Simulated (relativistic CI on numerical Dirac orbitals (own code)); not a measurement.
## Sc3+ in a cubic cluster: L2,3 absorption with charge transfer

Computed with a charge-transfer multiplet model of a cubic metal-ligand cluster with up to 2 ligand holes, Slater and spin-orbit integrals from Dirac-Coulomb-Breit ions, Slater integrals scaled by 0.7. The ground state mixes d0 with configurations of k ligand holes L, whose averages lie at kΔ + k(k − 1)U_dd/2; a core hole lowers each added d electron by U_cd. 20 K, Lorentzian 0.4 eV and Gaussian 0.3 eV FWHM.

Atomic integrals in eV (Slater integrals scaled, ζ unscaled), ground: F2dd 4.121, F4dd 2.525, zeta_d 0.005; with the core hole: F2dd 4.121, F4dd 2.525, zeta_d 0.020, zeta_core 3.005, F2cd 3.598, G1cd 2.586, G3cd 1.465. Where a configuration has fewer than two d electrons, the dd integrals are those of d2.

Cluster parameters (eV): Δ = 6.5, U_dd = 4.4, 10Dq = 0.7, 10Dq(ligand) = 1, V(eg) = 3.25, V(t2g) = -1.58, final-state hopping factor = 0.9.

Weights, n_d and S are thermal averages at 20 K. Photon energies count from the first peak over 30 % of the highest in each spectrum, which can be another peak from case to case. The parameters are a model scan and need not match a compound or its usual spin state. Peaks in eV (height, largest 100): -1.5 (18), 0.0 (69), 2.8 (37), 4.3 (100).

**Question.** Which parameters give this spectrum?
A. U_cd = 5.9 eV
B. U_cd = 3.5 eV
C. U_cd = 5.3 eV

**Answer.** B. U_cd = 3.5 eV; the ground state then has 0.53 d electrons and S = 0.00. The choice follows from running the model for each set and comparing peak positions and heights.
